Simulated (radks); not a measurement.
Spin polarisation of the 4f11 shell in the holmium ion Ho+. Start: [Xe] 4f(up 5.5, down 5.5) 6s(up 0.5, down 0.5); electrons of 4f are moved from spin down to spin up, other shells keep equal spins. Method: non-relativistic Kohn-Sham, PBE, spin-polarised, spherical densities, point nucleus; computed with a radial shooting solver on a logarithmic mesh with Libxc functionals.

moment (Bohr magnetons)  E - E(0) (eV)  e(4f up) (eV)  e(4f down) (eV)  6s down minus up (eV)
0                                0.000        -13.426          -13.426                  0.000
0.75                            -0.110        -13.711          -13.126                  0.022
1.5                             -0.439        -13.981          -12.811                  0.044
2.25                            -0.987        -14.236          -12.482                  0.066
3                               -1.754        -14.477          -12.139                  0.088

At moment 3 the spin-polarisation energy is -1.754 eV and the 4f exchange splitting 2.338 eV, that is 0.779 eV per Bohr magneton; E = -I m^2/4 would give I = 0.780 eV.
